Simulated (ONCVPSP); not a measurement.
# Potentials for O (Z = 8) compared

Generated with ld1.x 7.5 (TM, RRKJ, ultrasoft, PAW), atompaw 4.2 or ONCVPSP 4.0.1. The cutoff is in Ry: for ld1.x and atompaw files where the sum of valence levels is converged to 10 mRy in a Bessel basis, for ONCV files where the hardest occupied wave has 1 mHa per electron of residual kinetic energy. The error is the largest all-electron minus pseudo excitation energy over each file’s own four to seven test configurations (ionisations up to +4, promotions, holes and added fractions of an electron), all of which were solved. The labels leave out finer settings (local radius, basis sizes, second energies), which also bear on the numbers. Spin-polarised tests are not counted. The rows are a selection from randomly drawn settings: files with unsolved tests, undetermined cutoffs or missed reference levels are left out.

A true bound ghost makes a file unfit for plane-wave use even where its test errors are small: the radial tests pick states by their node count and pass the ghost by.

```tsv
potential	cutoff (Ry)	largest error (meV)	bound ghosts
ONCV, PBE, scalar-relativistic, rc 0.70/2.00/2.15 (spd), local smoothed, core correction no, reference 2s2 2p4, qcut 12/7.9/4.6, projectors 2/1/2	152	+5742	s, d
ONCV, PBE, non-relativistic, rc 0.60/1.95 (sp), local smoothed, core correction yes, reference 2s2 2p4, qcut 10.9/6.2, projectors 2/2	455	+6776	s
ONCV, LDA (Perdew-Wang 92), scalar-relativistic, rc 0.70/1.55/1.25 (spd), local smoothed, core correction yes, reference 2s1.5 2p4.5, qcut 9.8/10.4/8.5, projectors 2/2/2	83	+846	none
ONCV, PBE, non-relativistic, rc 0.65/1.70 (sp), local smoothed, core correction no, reference 2s2 2p3, qcut 13/9.4, projectors 1/2	84	+642	none
ONCV, LDA (Perdew-Wang 92), non-relativistic, rc 0.60/1.60 (sp), local smoothed, core correction no, reference 2s2 2p4, qcut 14/10, projectors 2/1	134	+2482	s
ONCV, PBE, scalar-relativistic, rc 0.85/1.45/1.10 (spd), local smoothed, core correction yes, reference 2s2 2p4, qcut 9.8/10.5/9.3, projectors 1/1/2	80	+539	none
```

Fill in the row for O: ONCV, LDA (Perdew-Wang 92), non-relativistic, rc 0.65/1.25 (sp), local s, core correction yes, reference 2s1 2p5, qcut 11.3/11.3, projectors 0/2.

cutoff 85 Ry, largest error +145 meV, bound ghosts: none.

Fill in the row for O: ONCV, PBE, scalar-relativistic, rc 0.65/1.40/1.25 (spd), local smoothed, core correction no, reference 2s2 2p2, qcut 11.4/11.5/8.1, projectors 1/2/3.

cutoff 88 Ry, largest error +811 meV, bound ghosts: none.
